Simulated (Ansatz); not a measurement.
Start from `C[CH2][In]([OH])[SH]` and change one atom or group to get `C[CH](C)[In]([OH])[SH]`.

Ansatz, PBE0-D4/def2-TZVP geometries, multiplicity 1. Each molecule was computed in one conformer, which needn't be the lowest.

Elements past krypton have def2 core potentials.

```csv
property,`C[CH2][In]([OH])[SH]`
LUMO energy (B3LYP/def2-TZVPP) / eV,-1.24
HOMO energy (PBE/def2-TZVPP) / eV,-6.01
HOMO energy (PBE0/def2-TZVPP) / eV,-7.24
HOMO–LUMO gap (PBE0/def2-TZVPP) / eV,6.31
LUMO energy (ωB97M-V/def2-TZVPP) / eV,0.62
size of the dipole moment (B3LYP/def2-TZVPP) / D,3.35
```

Task: What does the change do to each property? (An estimate is asked.)

Result: Computed: 
| property | `C[CH](C)[In]([OH])[SH]` | shift |
| --- | --- | --- |
| LUMO energy (B3LYP/def2-TZVPP) / eV | -1.26 | -0.02 |
| HOMO energy (PBE/def2-TZVPP) / eV | -6.00 | 0.01 |
| HOMO energy (PBE0/def2-TZVPP) / eV | -7.23 | 0.01 |
| HOMO–LUMO gap (PBE0/def2-TZVPP) / eV | 6.28 | -0.03 |
| LUMO energy (ωB97M-V/def2-TZVPP) / eV | 0.56 | -0.06 |
| size of the dipole moment (B3LYP/def2-TZVPP) / D | 3.48 | 0.13 |

Dipoles are sizes alone; their direction can turn.

B3LYP here is the variant with VWN-RPA as its local correlation; programs differ in this.
